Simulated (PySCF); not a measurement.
A calculated (LDA, PySCF 2.14, def2-SVP, no relativity, point nucleus) atom or ion has these occupied shells.

| shell | electrons | orbital energy (eV) | rms radius, mean of both spins (bohr) |
| --- | --- | --- | --- |
| 1s α | 1 | -8106.6 | 0.0635 |
| 1s β | 1 | -8106.6 | 0.0635 |
| 2s α | 1 | -962.54 | 0.269 |
| 2s β | 1 | -961.94 | 0.269 |
| 2p α | 3 | -841.98 | 0.240 |
| 2p β | 3 | -841.53 | 0.240 |
| 3s α | 1 | -109.65 | 0.810 |
| 3s β | 1 | -108.48 | 0.810 |
| 3p α | 3 | -72.900 | 0.859 |
| 3p β | 3 | -71.763 | 0.859 |
| 3d α | 5 | -12.335 | 1.20 |
| 3d β | 4 | -11.306 | 1.20 |

Problem. Name the element and its charge.

Solution. Ni⁺ (nickel, charge +1), in [Ar] 3d9, 2D determinant.
